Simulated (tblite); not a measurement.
Species: C8H8N2.
Atom-mapped SMILES: `[CH:1]#[C:2][c:3]1[cH:4][cH:5][n:6][n:7]1[CH:8]1[CH2:9][CH2:10]1` (hydrogens: H11 on C1; H12 on C4; H13 on C5; H14 on C8; H15, H16 on C9; H17, H18 on C10)

Structure optimised with GFN2-xTB, isolated species.

Give the optimised bond lengths and angles.

| bond | length (Å) |
| --- | --- |
| C1≡C2 | 1.201 |
| C2–C3 | 1.402 |
| C3–C4 | 1.389 |
| C4–C5 | 1.395 |
| C5–N6 | 1.322 |
| N6–N7 | 1.325 |
| N7–C8 | 1.419 |
| C8–C9, C8–C10 | 1.501 |
| C9–C10 | 1.498 |
| C3–N7 | 1.359 |
| C1–H11 | 1.049 |
| C4–H12 | 1.071 |
| C5–H13 | 1.072 |
| C8–H14 | 1.083 |
| C9–H15, C10–H18 | 1.079 |
| C9–H16, C10–H17 | 1.079 |

Bonds in one row agree within 0.01 Å and their mean is given. A selection of angles:
| angle | degrees |
| --- | --- |
| C2–C1–H11 | 179.5 |
| C1–C2–C3 | 179.5 |
| C2–C3–C4 | 130.3 |
| C2–C3–N7 | 123.4 |
| C4–C3–N7 | 106.3 |
| C3–C4–C5 | 104.4 |
| C3–C4–H12 | 127.1 |
| C5–C4–H12 | 128.5 |
| C4–C5–N6 | 111.2 |
| C4–C5–H13 | 128.7 |
| N6–C5–H13 | 120.2 |
| C5–N6–N7 | 106.3 |
| N6–N7–C8 | 121.7 |
| C3–N7–N6 | 111.7 |
| C3–N7–C8 | 126.6 |
| N7–C8–C9 | 118.7 |
| N7–C8–H14 | 111.6 |
| C9–C8–C10 | 59.9 |
| C9–C8–H14 | 119.7 |
| C8–C9–C10 | 60.1 |
| C8–C9–H15 | 116.5 |
| C8–C9–H16 | 118.3 |
| C10–C9–H15 | 117.2 |
| C10–C9–H16 | 119.2 |
| H15–C9–H16 | 114.8 |

Torsions: N6–N7–C8–C9 35° (synclinal); N7–C8–C9–C10 -108° (anticlinal); N7–C8–C10–C9 108° (anticlinal).

Of the pairs four or more bonds apart, C2···H14 is among the closest relative to their van der Waals radii: 2.56 Å, 88 % of the sum of Bondi's values. N6 (pyridine-type nitrogen) is bent (angle 106.3°). The 7 C–C bonds span 1.201 Å (C1≡C2, drawn triple) to 1.501 Å (C8–C9, drawn single), a spread of 0.300 Å. The 3-membered ring C8–C9–C10 has internal angles of 59.9° to 60.1°. N7 (pyrrole-type nitrogen) is planar (angles 126.6°, 121.7° and 111.7°, sum 360.0°, 0.00 Å off the plane of its three neighbours). The 5-membered ring C3–C4–C5–N6–N7 has internal angles of 104.4° to 111.7° (sum 540°, against 540° for a flat polygon); it is planar, 0.00 Å rms from its mean plane, widest ring torsion 0°. The C–N distances run from 1.322 Å (C5–N6, aromatic) to 1.419 Å (N7–C8, drawn single), a spread of 0.097 Å.

Point group: Cs (every atom within 0.08 Å of its image). Its GFN2-xTB frequencies are all real (lowest 35 cm⁻¹). One conformer, not necessarily the lowest.

The numbers are calculated, not measured.
